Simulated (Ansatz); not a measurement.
Basis-set extrapolation for CH4N2Si (`N[SiH]1C=N1`) (PBE0-D4/def2-TZVP geometry, frozen core, Ansatz 0.2.0). Multiplicity 1, RHF reference.

```tsv
	def2-TZVPP	def2-QZVPP
HF	-438.076890	-438.093549
MP2 correlation	-0.677432	-0.725514
CCSD(T) correlation	-0.733818	not run
```

Energies in hartree. Use E(X) = E(∞) + A·exp(−7.88·√X) for Hartree–Fock and E(X) = E(∞) + B·X^(−2.97) for correlation, with X = 3 and 4, and add CCSD(T) minus MP2 of the smaller set to the MP2 limit.

What is the CCSD(T) energy at the basis-set limit?

HF limit: -438.093549 + (-0.016659) × 0.13774 = -438.09584. MP2 limit: -0.725514 + (-0.048082) × 0.74074 = -0.76113. Higher-order term: -0.733818 − (-0.677432) = -0.05639. Total: -438.91336 hartree, 2.79 eV below CCSD(T)/def2-TZVPP.
